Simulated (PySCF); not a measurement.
Molecule: `InChI=1S/C3H2F3N/c4-2(1-7)3(5)6/h1,7H/b7-1+`.

Geometry (Å), atoms numbered from 1 in this order:
```xyz
9

N     1.4307    0.8906   -0.2097
C     0.8706   -0.1794   -0.5606
C    -0.4584   -0.5223   -0.0783
F    -0.9504   -1.6939   -0.5256
C    -1.2204    0.2022    0.7505
F    -0.8748    1.3581    1.2646
F    -2.4242   -0.1522    1.1613
H     2.3574    1.0461   -0.5959
H     1.2830   -0.9432   -1.2315
```

Frames of a GFN2-xTB Langevin trajectory at 600 K; GIAO PBE0/pcSseg-1 shieldings in PySCF 2.14.0 with density-fitted response routines, gas phase, non-relativistic; equivalent atoms averaged within each frame.

δ = σ(ref) − σ, references computed at the same level: 15N (267.73 ppm) vs NH3; TMS for 13C (186.93 ppm) and 1H (31.72 ppm); CFCl3 for 19F (170.95 ppm). The references are static minima.

How do the shifts (ppm) fluctuate along the trajectory?

## Answers


| time (fs) | N1 | C2 | C5 | C3 | F7 | F6 | F4 | H8 | H9 |
| --- | --- | --- | --- | --- | --- | --- | --- | --- | --- |
| 250 | 394.7 | 174.7 | 174.2 | 141.3 | -64.5 | -95.8 | -201.8 | 12.72 | 8.99 |
| 425 | 385.6 | 169.7 | 163.1 | 129.3 | -76.1 | -108.0 | -192.1 | 13.12 | 9.69 |
| 625 | 427.1 | 165.4 | 170.9 | 137.0 | -79.5 | -95.2 | -211.2 | 15.25 | 8.99 |
| 800 | 396.0 | 170.7 | 179.6 | 136.1 | -59.4 | -107.5 | -174.9 | 12.26 | 9.43 |
| 1000 | 380.6 | 165.0 | 170.9 | 142.0 | -86.5 | -114.6 | -200.1 | 12.56 | 8.20 |
| mean of frames | 396.8 | 169.1 | 171.7 | 137.1 | -73.2 | -104.2 | -196.0 | 13.18 | 9.06 |
| standard deviation | 18.1 | 4.0 | 6.0 | 5.1 | 11.1 | 8.4 | 13.6 | 1.20 | 0.57 |

5 frames give an uncertainty of the mean of about the standard deviation over 2.2 at best, since frames this close in time may not be independent; classical motion lacks zero-point vibration, and the reference would need the same averaging.
